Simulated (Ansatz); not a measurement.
CH₅OSSi, SMILES `CO[SiH2][S]` radical, 9 atoms. Charge 0, multiplicity 2. All runs use 4 threads of an Arm Neoverse V2 on a shared host. Correlated methods freeze the cores. Open-shell runs search over several starts.

Problem. Give the basis size and wall time and peak host memory of each of these runs in Ansatz. UKS BLYP-D4/def2-TZVPP energy; UKS ωB97M-V/def2-QZVPP energy; UKS PBE0-D4/def2-SVP energy; UHF-CCSD(T)/def2-TZVPP energy; direct RPA on PBE orbitals/def2-TZVPP energy; UHF-MP2/def2-QZVPP energy; UKS PBE0-D4/def2-TZVP frequencies; UKS PBE0-D4/def2-TZVP relaxation (12 steps); UKS PBE0-D4/def2-QZVPP energy; UKS PBE-QIDH (frozen core)/def2-TZVPP energy; UHF-CCSD(T)/def2-SVP energy; UKS ωB97M-V/def2-SVP energy. (Estimate.)

Solution. The calculation gave: Other jobs shared the machine, so times are rough.

```json
{"level": "UKS PBE0-D4/def2-SVP", "job": "energy", "functions": "89", "wall time": "2.4 s", "peak host memory (GiB)": "0.41"}
{"level": "UKS BLYP-D4/def2-TZVPP", "job": "energy", "functions": "216", "wall time": "5 s", "peak host memory (GiB)": "0.58"}
{"level": "UHF-CCSD(T)/def2-SVP", "job": "energy", "functions": "89", "wall time": "7 s", "peak host memory (GiB)": "0.55"}
{"level": "UKS PBE-QIDH (frozen core)/def2-TZVPP", "job": "energy", "functions": "216", "wall time": "10 s", "peak host memory (GiB)": "0.62"}
{"level": "direct RPA on PBE orbitals/def2-TZVPP", "job": "energy", "functions": "216", "wall time": "10 s", "peak host memory (GiB)": "0.62"}
{"level": "UKS ωB97M-V/def2-SVP", "job": "energy", "functions": "89", "wall time": "12 s", "peak host memory (GiB)": "0.41"}
{"level": "UKS PBE0-D4/def2-QZVPP", "job": "energy", "functions": "404", "wall time": "25 s", "peak host memory (GiB)": "2.3"}
{"level": "UHF-MP2/def2-QZVPP", "job": "energy", "functions": "404", "wall time": "40 s", "peak host memory (GiB)": "2.1"}
{"level": "UKS ωB97M-V/def2-QZVPP", "job": "energy", "functions": "404", "wall time": "59 s", "peak host memory (GiB)": "2.7"}
{"level": "UKS PBE0-D4/def2-TZVP", "job": "relaxation (12 steps)", "functions": "166", "wall time": "69 s", "peak host memory (GiB)": "0.68"}
{"level": "UKS PBE0-D4/def2-TZVP", "job": "frequencies", "functions": "166", "wall time": "94 s", "peak host memory (GiB)": "0.67"}
{"level": "UHF-CCSD(T)/def2-TZVPP", "job": "energy", "functions": "216", "wall time": "3.6 min", "peak host memory (GiB)": "8"}
```
